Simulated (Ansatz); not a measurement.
Consider the ligand exchange at the Sn–Se bond: `[OH][SnH2][SeH]` + H–F → `[OH][SnH2][F]` + H₂Se.

Computed with Ansatz on PBE0-D4/def2-TZVP structures; ΔE is electronic, products minus reactants. CCSD(T)/CBS adds triple-zeta CCSD(T) − MP2 to the extrapolated MP2 energy (def2 sets, frozen cores). This one scheme is used for every species. Functionals use def2-TZVPP. B3LYP here is the variant with VWN-RPA as its local correlation; programs differ in this. HSE06 is defined as in plane-wave codes. Elements past krypton have def2 core potentials. For Se, Sn outer-core shells are correlated without core-valence functions, which leaves a few kJ/mol of doubt a bond. Scalar relativity is left out up to krypton. Each species was taken in one conformer, which may not be the lowest.

`[OH][SnH2][SeH]`:

Cartesian coordinates in Å:
```
O -0.745 1.531 -0.421
Sn 0.236 -0.160 -0.614
Se -0.034 -1.504 1.507
H -1.602 1.414 -0.005
H -0.455 -1.095 -1.862
H 1.835 0.350 -0.877
H 0.764 -0.536 2.272
```

H–F:

```xyz
2

F     0.250   -0.353    0.157
H    -0.250    0.353   -0.157
```

`[OH][SnH2][F]`:

Z-matrix (Å, degrees):
```
Sn
F 1 1.922
O 1 1.948 2 105.3
H 1 1.692 2 107.5 3 112.7
H 1 1.701 2 104.3 3 -117.9
H 3 0.960 1 114.0 2 -61.1
```

H₂Se:

```xyz
3

Se   -0.056    0.336    0.594
H    -1.010   -0.314   -0.311
H     1.065   -0.022   -0.282
```

```tsv
level	ΔE (kJ/mol)	difference from CCSD(T)/CBS
LDA (SPW92)	23.7	-1.1
revPBE-D4	19.7	-5.1
BLYP-D4	10.2	-14.6
r2SCAN-D4	14.6	-10.2
B97M-V	1.4	-23.4
PBE0-D4	26.4	1.6
B3LYP-D4	15.3	-9.5
r2SCANh-D4	17.8	-7.0
r2SCAN0-D4	22.0	-2.8
HSE06-D4	27.1	2.3
BHLYP-D4	19.0	-5.8
CAM-B3LYP-D4	7.2	-17.6
ωB97X-V	9.7	-15.1
ωB97M-V	14.8	-10.0
B2PLYP	13.0	-11.8
PBE-QIDH	26.5	1.7
PBE	16.5	-8.3
revPBE	14.3	-10.5
BLYP	2.3	-22.5
r2SCAN	13.6	-11.2
PBE0	22.5	-2.3
B3LYP	8.3	-16.5
r2SCAN0	20.8	-4.0
HSE06	23.3	-1.5
CAM-B3LYP	3.0	-21.8
LC-ωPBE	8.5	-16.3
RPA@PBE/def2-TZVPP	13.6	-11.2
HF/def2-SVP	8.4	-16.4
MP2/def2-SVP	12.7	-12.1
CCSD/def2-SVP	8.7	-16.1
CCSD(T)/def2-SVP	9.8	-15.0
HF/def2-TZVPP	8.0	-16.8
MP2/def2-TZVPP	28.1	3.3
CCSD/def2-TZVPP	18.5	-6.3
CCSD(T)/def2-TZVPP	20.2	-4.6
HF/def2-QZVPP	4.9	-19.9
MP2/def2-QZVPP	29.7	4.9
SCS-MP2/def2-QZVPP	19.7	-5.1
HF/CBS(def2)	4.5	-20.3
MP2/CBS(def2)	32.7	7.9
CCSD(T)/CBS	24.8	0
```

(1) What do rigid-rotor, harmonic-oscillator terms from PBE0-D4/def2-TZVP frequencies (298.15 K, 1 bar) make of the CCSD(T)/CBS value? (Estimate.)

Largest T1 diagnostic among the species: 0.014.

## Answers

(1) Ansatz gave: ΔZPE = -5.1 kJ/mol, ΔH = +17.7 kJ/mol, ΔS = 8 J/(mol·K), ΔG = +15.4 kJ/mol.

Leaving LDA and LC-ωPBE aside and taking each functional with its dispersion term where it has one, the values spread over 25.7 kJ/mol, from B97M-V to HSE06-D4. LDA lies +7.2 kJ/mol from PBE without D4. At CCSD(T), def2-SVP lies −15.0 kJ/mol from the extrapolated value and def2-TZVPP −4.6 kJ/mol. In def2-TZVPP, CCSD(T) changes the Hartree–Fock value by +12.2 kJ/mol (the triples alone add +1.7 kJ/mol) and MP2 by +20.1 kJ/mol.
